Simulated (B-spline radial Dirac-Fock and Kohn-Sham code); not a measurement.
**The K (1s) hole of argon ions: width and yield against charge**

Model: independent-particle rates on relativistic LDA orbitals of the hole state (multipoles up to L = 3, Coulomb Auger matrix elements, transition energies from Dirac-Fock). Program: a B-spline atomic structure program. Tabulated ground configurations, configuration averages; single configurations, so decays that open only by mixing (as 1s 2s² with 1s 2p² in Be-like ions) are missing and such tiny yields are far too low.

```
  ion  configuration  radiative (eV)  non-radiative (eV)     yield
   Ar   [Ne] 3s2 3p6          0.0770               0.575     0.118
  Ar⁺   [Ne] 3s2 3p5          0.0766               0.573     0.118
 Ar²⁺   [Ne] 3s2 3p4          0.0761               0.568     0.118
 Ar³⁺   [Ne] 3s2 3p3          0.0754               0.562     0.118
 Ar⁴⁺   [Ne] 3s2 3p2          0.0746               0.554     0.119
 Ar⁵⁺   [Ne] 3s2 3p1          0.0735               0.545     0.119
 Ar⁶⁺       [Ne] 3s2          0.0723               0.534     0.119
 Ar⁸⁺   [He] 2s2 2p6          0.0733               0.514     0.125
 Ar⁹⁺   [He] 2s2 2p5          0.0646               0.414     0.135
Ar¹⁰⁺   [He] 2s2 2p4          0.0547               0.316     0.148
Ar¹¹⁺   [He] 2s2 2p3          0.0433               0.225     0.161
Ar¹²⁺   [He] 2s2 2p2          0.0304               0.148     0.170
Ar¹³⁺   [He] 2s2 2p1          0.0160              0.0910     0.150
Ar¹⁴⁺       [He] 2s2        4.42e-09              0.0617  7.16e-08
```

Values without a named source are computed, but for edge energies of neutral atoms, which are taken from tables.
